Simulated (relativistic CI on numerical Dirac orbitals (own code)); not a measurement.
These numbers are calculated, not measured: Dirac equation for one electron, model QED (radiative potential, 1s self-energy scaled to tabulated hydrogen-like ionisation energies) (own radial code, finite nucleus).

Configuration list: 1s, 2s, 2p, 3s, 3p, 3d, 4s, 4p, 4d, 4f, 5s, 5p, 5d, 5f, 5g, 6s, 6p, 6d. Levels of other configurations are missing.

Outline of the computed level scheme of Zn XXX. Lowest level of each configuration: 1s ²S1/2 at 0.0 eV; 2p ²P°1/2 at 9280.7 eV; 2s ²S1/2 at 9281.6 eV; 3p ²P°1/2 at 11011.7 eV; 3s ²S1/2 at 11012.0 eV; 3d ²D3/2 at 11022.9 eV; 4p ²P°1/2 at 11616.0 eV; 4s ²S1/2 at 11616.1 eV; 4d ²D3/2 at 11620.8 eV.

Some strong electric-dipole decays among the lowest 14 levels: 2p ²P°1/2 → 1s ²S1/2 (5.1e+14 s⁻¹); 2p ²P°3/2 → 1s ²S1/2 (5.0e+14 s⁻¹); 3p ²P°3/2 → 1s ²S1/2 (1.3e+14 s⁻¹); 3p ²P°1/2 → 1s ²S1/2 (1.3e+14 s⁻¹); 4p ²P°3/2 → 1s ²S1/2 (5.5e+13 s⁻¹); 4p ²P°1/2 → 1s ²S1/2 (5.4e+13 s⁻¹); 3d ²D5/2 → 2p ²P°3/2 (5.2e+13 s⁻¹); 3d ²D3/2 → 2p ²P°1/2 (4.5e+13 s⁻¹).
